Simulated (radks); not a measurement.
Species: Mn3+. Configuration: [Ar] 3d3 4p1 (not the ground configuration). All-electron calculation, scalar-relativistic Kohn-Sham, r2SCAN, spin-polarised, spherical densities, finite nucleus; open shells are filled with parallel spins first; meta-GGA in the generalised Kohn-Sham scheme; Fermi nuclear charge, rms radius 3.7057 fm. Program: a radial shooting solver on a logarithmic mesh with Libxc functionals. Some entries of the table are withheld. Estimate them.

orbital  occ.  eigenvalue (eV)  <1/r> (bohr^-1)
1s up       1        -6499.645            24.92
1s down     1        -6499.580            24.92
2s up       1        -801.7903            5.318
2s down     1        -799.5953            5.328
2p up       3        -684.9629            5.199
2p down     3        -683.2317            5.209
3s up       1        -136.1258            1.697
3s down     1        -131.0424            1.683
3p up       3              (1)            1.571
3p down     3              (2)            1.558
3d up       3              (3)            1.301
3d down     0              (4)            1.294
4p up       1         -26.8417           0.5143

Answer. 
(1) 3p up eigenvalue (eV): -102.9684
(2) 3p down eigenvalue (eV): -97.8861
(3) 3d up eigenvalue (eV): -51.3388
(4) 3d down eigenvalue (eV): -45.9901
